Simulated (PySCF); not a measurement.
**Electron correlation in Sn(2+) (tin, charge +2)**

Starting occupation: [Kr] 4d10 5s2. All numbers are calculated (PySCF 2.14, X2C-1e with screened-nucleus spin-orbit coupling, Gaussian nucleus, in x2c-TZVPPall-2c with one added diffuse shell each of s, p, d, f type (9s10p6d3f, 90 functions)). Frozen: [Kr]; 12 electrons correlated; the 14 highest virtual spinors left out.

MP2 pair energies summed by pair of shells (mhartree):

```csv
pair,energy,share (%)
4d3/2-4d5/2,-81.76,30.7
4d5/2-4d5/2,-59.52,22.3
4d5/2-5s1/2,-45.63,17.1
4d3/2-5s1/2,-29.85,11.2
4d3/2-4d3/2,-25.21,9.5
5s1/2-5s1/2,-24.70,9.3
```

Total MP2 correlation energy: -266.67 mhartree.

The virtual space was cut to 102 spinors, which keep -266.67 of the -266.67 mhartree of MP2 correlation.

```csv
level,correlation energy (mhartree)
CCSD,-259.99
(T),-5.18
CCSD(T),-265.17
```

Diagnostics: T1 = 0.0094, largest double amplitude 0.087.

**Question.** Is a single reference adequate?

**Answer.** Mostly. T1 lies below 0.03, but a double amplitude of this size points to a near-degeneracy that CCSD handles and MP2 describes poorly.

This basis was not built for core-valence correlation, so the inner-shell part is incomplete.
